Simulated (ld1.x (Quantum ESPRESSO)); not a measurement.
## An all-electron radial function and its pseudo partner (F (Z = 9))

Columns: radius, all-electron u(r) and pseudo u(r) of the 2p shell (level -11.05 eV) of fluorine in the configuration [He] 2s2 2p5; PBEsol, scalar-relativistic, PAW scheme, ld1.x (Quantum ESPRESSO) 7.5.

| r (bohr) | all-electron | pseudo |
| --- | --- | --- |
| 0.068 | 0.0733 | 0.0129 |
| 0.135 | 0.2190 | 0.0501 |
| 0.202 | 0.3781 | 0.1089 |
| 0.270 | 0.5258 | 0.1866 |
| 0.338 | 0.6490 | 0.2774 |
| 0.405 | 0.7443 | 0.3736 |
| 0.473 | 0.8155 | 0.4721 |
| 0.540 | 0.8629 | 0.5642 |
| 0.608 | 0.8915 | 0.6477 |
| 0.675 | 0.9038 | 0.7161 |
| 0.742 | 0.9036 | 0.7684 |
| 0.810 | 0.8936 | 0.8038 |
| 0.878 | 0.8760 | 0.8217 |
| 0.945 | 0.8532 | 0.8239 |
| 1.013 | 0.8261 | 0.8130 |
| 1.080 | 0.7968 | 0.7923 |
| 1.148 | 0.7654 | 0.7646 |
| 1.215 | 0.7335 | 0.7336 |
| 1.283 | 0.7007 | 0.7008 |
| 1.350 | 0.6685 | 0.6685 |
| 1.418 | 0.6363 | 0.6363 |
| 1.485 | 0.6051 | 0.6051 |
| 1.553 | 0.5743 | 0.5743 |
| 1.620 | 0.5450 | 0.5450 |
| 1.688 | 0.5162 | 0.5162 |
| 1.755 | 0.4889 | 0.4889 |

(1) How many radial nodes do the two functions have?

(2) At about which radius was the pseudo-wave matched?

(3) Where does each function peak?

(4) Is the pseudo-wave norm-conserving?

## Answers

(1) The all-electron 2p function has n − l − 1 = 0; the pseudo-wave has 0.

(2) 1.35 bohr. The columns agree to 0.0005 from 1.22 bohr on; several derivatives are matched, so the curves merge somewhat inside the radius.

(3) Outermost all-electron maximum near 0.68 bohr, pseudo maximum near 0.94 bohr (to the table’s step).

(4) No, it belongs to a PAW set: the norm inside the radius is not constrained, and the difference is carried by the augmentation charge.
